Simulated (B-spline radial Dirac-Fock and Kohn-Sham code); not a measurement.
Ta: input and output of one calculation

ΔSCF core binding energies without Breit or QED terms, calculated with an atomic code on a B-spline grid. Keys: rel is the Hamiltonian (dirac, or spin-free x2c and nr, where L3 and M5 stand for the whole 2p and 3d shells), method is hf or an exchange,correlation pair (spin-unpolarised, also for the hole states), nuc the nuclear model, radius_factor scales its radius, rmax is the box in bohr, h the logarithmic mesh step, order the B-spline order, points the quadrature points per cell, c_factor scales the speed of light, and damp, ndamp, maxit and tol steer the iteration. The run stops when the commutator error falls below 10·tol·max(1, Z/10), or the numerical noise floor, and the energy has settled to about 1e-8 Ha; the virial ratio is −V/T.

Input (task.json):

```json
{"items": [{"Z": 73, "q": 0, "cfg": [[1, 0, 2], [2, 0, 2], [2, 1, 6], [3, 0, 2], [3, 1, 6], [3, 2, 10], [4, 0, 2], [4, 1, 6], [4, 2, 10], [4, 3, 14], [5, 0, 2], [5, 1, 6], [5, 2, 3], [6, 0, 2]], "A": 181, "rrms": 5.3507, "do": "settings", "holes": ["K", "L3", "M5"],
  "settings": [{"rel": "dirac", "method": "hf", "nuc": "fermi", "radius_factor": 100.0, "rmax": 45.0, "h": 0.3, "order": 8, "points": 10, "c_factor": 1.0, "maxit": 90, "damp": 0.5, "ndamp": 3, "tol": 1e-08}]}]}
```

Command: `python xray2_run.py task.json out`

Ground-state iterations:

```
iter   energy (Ha)        error
   1   -13778.31891176  3.41e+00
   2   -13779.43497949  1.10e-01
   3   -13779.54581363  5.18e-02
   4   -13779.55385051  1.87e-02
   5   -13779.55495416  3.72e-03
   6   -13779.55506113  7.35e-04
   7   -13779.55507467  5.03e-04
   8   -13779.55507833  7.48e-05
   9   -13779.55507889  2.27e-05
  10   -13779.55507894  5.07e-06
  11   -13779.55507894  2.35e-07
```

The ground state converged in 11 iterations, with total energy -13779.55508 Ha, virial ratio 2.07619 and highest orbital energy -5.41 eV. ΔSCF binding energies: K (1s) 47636.8 eV, L3 (2p3/2) 10002.6 eV, M5 (3d5/2) 1780.3 eV.

Question: One setting is unsound. Which, and why?

Answer: radius_factor inflates the nucleus far beyond its size, which weakens the binding of the inner electrons. With the default settings (Dirac Hartree-Fock): The ground state converged in 11 iterations, with total energy -15616.57817 Ha, virial ratio 1.89139 and highest orbital energy -6.91 eV. ΔSCF binding energies: K (1s) 67750.5 eV, L3 (2p3/2) 9913.4 eV, M5 (3d5/2) 1743.5 eV.
